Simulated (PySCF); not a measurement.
CH₇ClO₂Si₂, SMILES C[Si@@H](O)[Si@H](O)Cl. Atoms are numbered in the order given.

```xyz
13

C     -2.6332    -0.9414     0.8759
Si    -1.3841     0.0670    -0.1114
O     -1.2080     1.6536     0.5069
Si     0.8694    -0.4980     0.2555
O      1.3143     0.6732     1.3696
Cl     1.9195    -0.3211    -1.5516
H     -3.6562    -0.5187     0.7972
H     -2.3528    -0.9781     1.9478
H     -2.6682    -1.9827     0.4923
H     -1.8076     0.1177    -1.5587
H     -1.9117     2.2944     0.3050
H      1.2258    -1.8381     0.8210
H      0.6931     1.4319     1.2881
```
Charge 0, spin multiplicity 1.

Coordinates come from a PBE-D3(BJ)/def2-SVP optimisation. The structure was generated by enumeration; whether it is a known compound was not checked. Other conformers were not sampled.

Level of theory: PBE-D3(BJ)/def2-SVP (PySCF 2.14.0).

Frequencies are harmonic and unscaled.

Problem. Give all harmonic wavenumbers and intensities. (An estimate is asked for; the answer gives what the named calculation found.)

Solution. 
```csv
mode,ν (cm⁻¹),IR (km/mol),moving atoms (share of kinetic energy)
1,39,0.2,"O 43 %, C 19 %, Cl 17 %, H 13 %"
2,85,2.0,"Cl 30 %, Si 26 %, H 20 %, C 14 %, O 11 %"
3,130,10.7,"H 31 %, O 28 %, C 22 %, Si 10 %, Cl 9 %"
4,149,89.3,"H 82 %, O 13 %"
5,158,0.3,H 82 %
6,177,2.5,"O 62 %, H 22 %"
7,227,12.9,"O 48 %, Si 16 %, H 14 %, Cl 13 %, C 8 %"
8,257,1.7,"O 32 %, Si 30 %, H 15 %, Cl 15 %, C 9 %"
9,301,24.0,"Si 50 %, O 34 %, H 14 %"
10,419,7.6,"Si 75 %, H 16 %"
11,508,4.0,"H 52 %, Si 26 %, Cl 19 %"
12,540,188.1,"H 50 %, Si 28 %, Cl 17 %"
13,621,25.3,H 88 %
14,649,50.7,"H 47 %, C 30 %, Si 14 %, O 9 %"
15,705,102.4,"H 80 %, Si 10 %"
16,729,76.1,"H 74 %, Si 13 %, C 9 %"
17,748,53.6,"H 74 %, C 16 %, Si 9 %"
18,786,81.1,"O 53 %, Si 28 %, H 16 %"
19,808,25.8,"H 89 %, O 8 %"
20,855,200.4,"H 35 %, O 34 %, Si 29 %"
21,876,56.1,"H 62 %, Si 17 %, O 12 %, C 9 %"
22,895,74.6,"H 55 %, Si 24 %, O 18 %"
23,1022,203.2,H 90 %
24,1214,19.5,"H 79 %, C 21 %"
25,1375,4.1,H 96 %
26,1381,4.6,H 96 %
27,2135,125.2,H 97 %
28,2189,106.3,H 97 %
29,2970,1.8,H 97 %
30,3067,2.7,"H 91 %, C 9 %"
31,3079,1.5,"H 91 %, C 9 %"
32,3587,142.4,H 94 %
33,3758,76.5,H 94 %
```
